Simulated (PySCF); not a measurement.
Computed shifts of a molecule C2H4FNOSi, B3LYP/pcSseg-1 (PySCF), GIAO, gas phase, atoms alike by connectivity averaged where their shifts nearly agree, in ppm (number of nuclei): ¹³C: 114.5 (1), -0.6 (1). ²⁹Si: 3.4 (1). ¹⁹F: -160.5 (1). ¹⁵N: 191.2 (1). ¹H: 5.35 (1), 0.75 (3). References: ¹³C against TMS (σ = 181.3 ppm); ²⁹Si against TMS (σ = 338.7 ppm); ¹⁹F against CFCl3 (σ = 161.7 ppm); ¹⁷O against H2O (σ = 333.8 ppm); ¹⁵N against NH3 (σ = 265.5 ppm); ¹H against TMS (σ = 31.68 ppm), references at their B3LYP-D3(BJ)/def2-TZVP geometries, non-relativistic. Geometry optimised at PBE0-D3(BJ)/def2-SVP. Other conformers were not sampled.

### Question
Which structure fits?
(A) O=C/N=C/[SiH2]F
(B) C[Si@@H](F)OC#N
(C) C#C[Si@](N)(O)F
(D) N#C[C@@H](F)[SiH2]O

### Answer
B, C[Si@@H](F)OC#N
